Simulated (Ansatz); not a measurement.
`[OH][InH][OH]`, relaxed with RKS PBE0-D4/def2-TZVP in Ansatz from a PBE-D4/def2-SVP geometry. The force threshold is 0.005 eV/Å; the program also tests the step.

Total charge 0; spin multiplicity 1. In takes the def2 core potential.

Start:

```xyz
6

O    -1.198   -1.019   -0.252
In    0.420   -0.003    0.426
O     0.700    1.588   -0.781
H    -1.362   -1.803    0.306
H     1.435   -0.350    1.770
H     0.004    1.587   -1.468
```

| step | energy (eV) | largest force (eV/Å) | largest move (Å) |
| --- | --- | --- | --- |
| 1 | -9314.8258 | 0.826 | 0.000 |
| 2 | -9314.8757 | 0.211 | 0.046 |
| 3 | -9314.8803 | 0.035 | 0.018 |
| 4 | -9314.8807 | 0.013 | 0.011 |
| 5 | -9314.8807 | 0.003 | 0.003 |

End:

```xyz
6

O    -1.148   -0.992   -0.232
In    0.435    0.007    0.430
O     0.669    1.553   -0.774
H    -1.368   -1.774    0.277
H     1.419   -0.355    1.758
H    -0.006    1.562   -1.458
```

Run time 28 s (2 threads of a server CPU on a shared host); peak host memory 0.32 GiB.
